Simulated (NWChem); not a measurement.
System: bromotrifluoromethane (CBrF3); SMILES FC(F)(F)Br

NWChem input:

```
start job
memory heap 200 mb stack 900 mb global 1100 mb
geometry units angstroms noautoz
  F      0.887290     0.887290    -1.275280
  C      0.000000     0.000000    -0.821949
  F      0.324771    -1.212061    -1.275280
  F     -1.212061     0.324771    -1.275280
  Br     0.000000     0.000000     1.136491
end
basis spherical
  * library def2-svpd
end
dft
  xc xtpss03 ctpss03
  iterations 150
end
task dft gradient
```

Output (shortened):

```
             Northwest Computational Chemistry Package (NWChem) 7.3.0
             --------------------------------------------------------

 C3V symmetry detected

                             Geometry "geometry" -> ""
                             -------------------------

 Output coordinates in angstroms (scale by  1.889725989 to convert to a.u.)

  No.       Tag          Charge          X              Y              Z
 ---- ---------------- ---------- -------------- -------------- --------------
    1 F                    9.0000     0.88729018     0.88729018     1.28135251
    2 C                    6.0000    -0.00000000    -0.00000000     0.82802151
    3 F                    9.0000    -1.21206093     0.32477075     1.28135251
    4 F                    9.0000     0.32477075    -1.21206093     1.28135251
    5 Br                  35.0000     0.00000000     0.00000000    -1.13041849

 Effective nuclear repulsion energy (a.u.)     364.1010224111

      Symmetry information
      --------------------

 Group name             C3v
 Group number             17
 Group order               6
 No. of unique centers     3

                                 NWChem DFT Module
                                 -----------------

 Summary of "ao basis" -> "ao basis" (spherical)
 ------------------------------------------------------------------------------
       Tag                 Description            Shells   Functions and Types
 ---------------- ------------------------------  ------  ---------------------
 F                         def2-svpd                 9       23   4s3p2d
 C                         def2-svpd                 8       20   4s2p2d
 Br                        def2-svpd                15       41   6s5p4d

      Symmetry analysis of basis
      --------------------------

        a1         39
        a2          7
        e          84

  Rotation of axis

            General Information
            -------------------
          SCF calculation type: DFT
          Wavefunction type:  closed shell.
          No. of atoms     :     5
          No. of electrons :    68
           Alpha electrons :    34
            Beta electrons :    34
          Charge           :     0
          Spin multiplicity:     1
          Use of symmetry is: on ; symmetry adaption is: on
          Maximum number of iterations: 150
          AO basis - number of functions:   130
                     number of shells:    50
          Convergence on energy requested:  1.00D-06
          Convergence on density requested:  1.00D-05
          Convergence on gradient requested:  5.00D-04

              XC Information
              --------------
                  TPSS metaGGA Exchange Functional  1.000
             TPSS03 metaGGA Correlation Functional  1.000

             Grid Information
             ----------------
          Grid used for XC integration:  medium
          Radial quadrature: Mura-Knowles
          Angular quadrature: Lebedev.
          Tag              B.-S. Rad. Rad. Pts. Rad. Cut. Ang. Pts.
          ---              ---------- --------- --------- ---------
          F                   0.50       49          11.0       434
          C                   0.70       49          10.0       434
          Br                  1.15      112          10.0       590
          Grid pruning is: on
          Number of quadrature shells:   210
          Spatial weights used:  Erf1

      Superposition of Atomic Density Guess
      -------------------------------------

 Sum of atomic energies:       -2907.60504645

      Non-variational initial energy
      ------------------------------

 Total energy =   -2908.828959
 1-e energy   =   -4775.545258
 2-e energy   =    1502.615276
 HOMO         =      -0.395502
 LUMO         =       0.050996

      Symmetry analysis of molecular orbitals - initial
      -------------------------------------------------

  Numbering of irreducible representations:

     1 a1          2 a2          3 e

  Orbital symmetries:

     1 a1          2 a1          3 a1          4 e           5 e
     6 a1          7 e           8 e           9 a1         10 a1
    11 a1         12 e          13 e          14 a1         15 e
    16 e          17 e          18 e          19 a1         20 e
    21 e          22 a1         23 a1         24 e          25 e
    26 a1         27 e          28 e          29 e          30 e
    31 a2         32 a1         33 e          34 e          35 a1
    36 a1         37 a1         38 e          39 e          40 a1
    41 e          42 e          43 e          44 e

   convergence    iter        energy       DeltaE   RMS-Dens  Diis-err
 ---------------- ----- ----------------- --------- --------- ---------
 d= 0,ls=0.0,diis     1  -2910.9342947773 -3.28D+03  2.13D-02  2.19D+00
 d= 0,ls=0.0,diis     2  -2910.2828223037  6.51D-01  1.45D-02  9.73D+00
 d= 0,ls=0.0,diis     3  -2911.1773697664 -8.95D-01  1.81D-03  1.75D-02
 d= 0,ls=0.0,diis     4  -2911.1782581827 -8.88D-04  9.54D-04  8.60D-03
 d= 0,ls=0.0,diis     5  -2911.1795082131 -1.25D-03  2.55D-04  1.93D-03
  Resetting Diis
 d= 0,ls=0.0,diis     6  -2911.1796810635 -1.73D-04  3.97D-05  3.68D-05
 d= 0,ls=0.0,diis     7  -2911.1796849049 -3.84D-06  1.15D-05  6.72D-07
 d= 0,ls=0.0,diis     8  -2911.1796848179  8.70D-08  8.30D-06  1.13D-06

         Total DFT energy =    -2911.179684817880
      One electron energy =    -4773.982721160854
           Coulomb energy =     1626.663266669872
    Exchange-Corr. energy =     -127.961252738042
 Nuclear repulsion energy =      364.101022411144

 Numeric. integr. density =       67.999998882391

                  Occupations of the irreducible representations
                  ----------------------------------------------

                     irrep           alpha         beta
                     --------     --------     --------
                     a1               13.0         13.0
                     a2                1.0          1.0
                     e                20.0         20.0

                       DFT Final Molecular Orbital Analysis
                       ------------------------------------

 Vector   32  Occ=2.000000D+00  E=-3.697519D-01  Symmetry=a1
              MO Center= -1.1D-15,  2.3D-15,  1.4D-01, r^2= 3.1D+00
   Bfn.  Coefficient  Atom+Function         Bfn.  Coefficient  Atom+Function
  ----- ------------  ---------------      ----- ------------  ---------------
   104      0.379935  5 Br pz               107      0.329631  5 Br pz
    27     -0.320571  2 C  s                  7     -0.284263  1 F  pz
    50     -0.284263  3 F  pz                73     -0.284263  4 F  pz
   101     -0.248092  5 Br pz                30     -0.219983  2 C  pz
    10      0.193319  1 F  pz                53      0.193319  3 F  pz

 Vector   33  Occ=2.000000D+00  E=-2.931365D-01  Symmetry=e
              MO Center=  6.4D-03, -1.3D-02, -1.0D+00, r^2= 1.8D+00
   Bfn.  Coefficient  Atom+Function         Bfn.  Coefficient  Atom+Function
  ----- ------------  ---------------      ----- ------------  ---------------
   106      0.561631  5 Br py               103      0.538490  5 Br py
   100     -0.351896  5 Br py                73      0.131086  4 F  pz
    32      0.128353  2 C  py                97      0.114305  5 Br py
    70      0.101160  4 F  s                 76     -0.092929  4 F  pz
   105     -0.089807  5 Br px               102     -0.086107  5 Br px

 Vector   34  Occ=2.000000D+00  E=-2.931365D-01  Symmetry=e
              MO Center= -6.4D-03,  1.3D-02, -1.0D+00, r^2= 1.8D+00
   Bfn.  Coefficient  Atom+Function         Bfn.  Coefficient  Atom+Function
  ----- ------------  ---------------      ----- ------------  ---------------
   105      0.561631  5 Br px               102      0.538490  5 Br px
    99     -0.351896  5 Br px                31      0.128353  2 C  px
    50      0.120315  3 F  pz                96      0.114305  5 Br px
     7     -0.106733  1 F  pz                47      0.092847  3 F  s
   106      0.089807  5 Br py               103      0.086107  5 Br py

 Vector   35  Occ=0.000000D+00  E=-8.404902D-02  Symmetry=a1
              MO Center= -4.9D-16, -3.9D-15, -6.4D-01, r^2= 2.9D+00
   Bfn.  Coefficient  Atom+Function         Bfn.  Coefficient  Atom+Function
  ----- ------------  ---------------      ----- ------------  ---------------
   107     -0.608169  5 Br pz                26      0.561937  2 C  s
    30     -0.495741  2 C  pz                25      0.401346  2 C  s
   104     -0.358425  5 Br pz                94     -0.342898  5 Br s
    33     -0.329822  2 C  pz                27      0.285377  2 C  s
   110     -0.238027  5 Br pz                93     -0.236757  5 Br s

 Vector   36  Occ=0.000000D+00  E= 1.103020D-02  Symmetry=a1
              MO Center=  1.4D-13,  2.8D-13,  1.4D-01, r^2= 9.8D+00
   Bfn.  Coefficient  Atom+Function         Bfn.  Coefficient  Atom+Function
  ----- ------------  ---------------      ----- ------------  ---------------
    27      4.343442  2 C  s                  4     -1.395972  1 F  s
    47     -1.395972  3 F  s                 70     -1.395972  4 F  s
    94     -1.006092  5 Br s                 26      0.903713  2 C  s
    95      0.627014  5 Br s                 54     -0.541984  3 F  px
    78     -0.541984  4 F  py                11      0.396760  1 F  px

 Vector   37  Occ=0.000000D+00  E= 3.784617D-02  Symmetry=a1
              MO Center= -2.8D-13,  1.1D-12, -1.2D+00, r^2= 1.4D+01
   Bfn.  Coefficient  Atom+Function         Bfn.  Coefficient  Atom+Function
  ----- ------------  ---------------      ----- ------------  ---------------
   110      1.547622  5 Br pz                26      0.802596  2 C  s
     4     -0.662200  1 F  s                 47     -0.662200  3 F  s
    70     -0.662200  4 F  s                 95      0.516249  5 Br s
    94      0.445453  5 Br s                 13      0.441861  1 F  pz
    56      0.441861  3 F  pz                79      0.441861  4 F  pz

     Multipole analysis of the density
     ---------------------------------

     L   x y z        total         alpha         beta         nuclear
     -   - - -        -----         -----         ----         -------
     0   0 0 0     -0.000000    -34.000000    -34.000000     68.000000

     1   1 0 0     -0.000000     -0.000000     -0.000000     -0.000000
     1   0 1 0     -0.000000     -0.000000     -0.000000      0.000000
     1   0 0 1     -0.133566     -0.066783     -0.066783      0.000000

     2   2 0 0    -29.494391    -52.701654    -52.701654     75.908916
     2   1 1 0      0.000000      0.000000      0.000000      0.000000
     2   1 0 1     -0.000000     -0.000000     -0.000000     -0.000000
     2   0 2 0    -29.494391    -52.701654    -52.701654     75.908916
     2   0 1 1      0.000000      0.000000      0.000000      0.000000
     2   0 0 2    -27.748150   -180.229716   -180.229716    332.711281

            General Information
            -------------------
          SCF calculation type: DFT
          Wavefunction type:  closed shell.
          No. of atoms     :     5
          No. of electrons :    68
           Alpha electrons :    34
            Beta electrons :    34
          Charge           :     0
          Spin multiplicity:     1
          Use of symmetry is: on ; symmetry adaption is: on
          Maximum number of iterations: 150
          AO basis - number of functions:   130
                     number of shells:    50
          Convergence on energy requested:  1.00D-06
          Convergence on density requested:  1.00D-05
          Convergence on gradient requested:  5.00D-04

              XC Information
              --------------
                  TPSS metaGGA Exchange Functional  1.000
             TPSS03 metaGGA Correlation Functional  1.000

             Grid Information
             ----------------
          Grid used for XC integration:  medium
          Radial quadrature: Mura-Knowles
          Angular quadrature: Lebedev.
          Tag              B.-S. Rad. Rad. Pts. Rad. Cut. Ang. Pts.
          ---              ---------- --------- --------- ---------
          F                   0.50       49          11.0       434
          C                   0.70       49          10.0       434
          Br                  1.15      112          10.0       590
          Grid pruning is: on
          Number of quadrature shells:   210
          Spatial weights used:  Erf1

          Convergence Information
          -----------------------
          Convergence aids based upon iterative change in
          total energy or number of iterations.
          Levelshifting, if invoked, occurs when the
          HOMO/LUMO gap drops below (HL_TOL):  1.00D-02
          DIIS, if invoked, will attempt to extrapolate
          using up to (NFOCK): 10 stored Fock matrices.

                    Damping( 0%)  Levelshifting(0.5)       DIIS
                  --------------- ------------------- ---------------
          dE  on:    start            ASAP                start
          dE off:    2 iters        150 iters           150 iters

                            NWChem DFT Gradient Module
                            --------------------------

  charge          =   0.00
  wavefunction    = closed shell

  Rotation of axis
  Using symmetry

                         DFT ENERGY GRADIENTS

    atom               coordinates                        gradient
                 x          y          z           x          y          z
   1 F       1.676735   1.676735   2.421405   -0.002388  -0.002388  -0.002087
   2 C      -0.000000  -0.000000   1.564734    0.000000   0.000000   0.006331
   3 F      -2.290463   0.613728   2.421405    0.003262  -0.000874  -0.002087
   4 F       0.613728  -2.290463   2.421405   -0.000874   0.003262  -0.002087
   5 Br      0.000000   0.000000  -2.136181    0.000000   0.000000  -0.000069
```

Level: TPSS/def2-SVPD. Structure relaxed at the PBE-D3(BJ)/def2-SVP level.
